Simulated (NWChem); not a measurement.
Species: TiF₆ (charge -2); SMILES [F][Ti-2]([F])([F])([F])([F])[F]

No frequency run checked for a minimum.

Give the equilibrium geometry at B3LYP/def2-SVPD (NWChem) as a list of bonds and angles, with the point group.

point group Oh; any orientation.
Bond lengths (Å): Ti1–F2 1.896, Ti1–F3 1.896, Ti1–F4 1.896, Ti1–F5 1.896, Ti1–F6 1.896, Ti1–F7 1.896. Angles (°): F2–Ti1–F3 180.0, F2–Ti1–F4 90.0, F2–Ti1–F5 90.0, F2–Ti1–F6 90.0, F2–Ti1–F7 90.0, F3–Ti1–F4 90.0, F3–Ti1–F5 90.0, F3–Ti1–F6 90.0, F3–Ti1–F7 90.0, F4–Ti1–F5 90.0, F4–Ti1–F6 90.0, F4–Ti1–F7 180.0, F5–Ti1–F6 180.0, F5–Ti1–F7 90.0, F6–Ti1–F7 90.0.
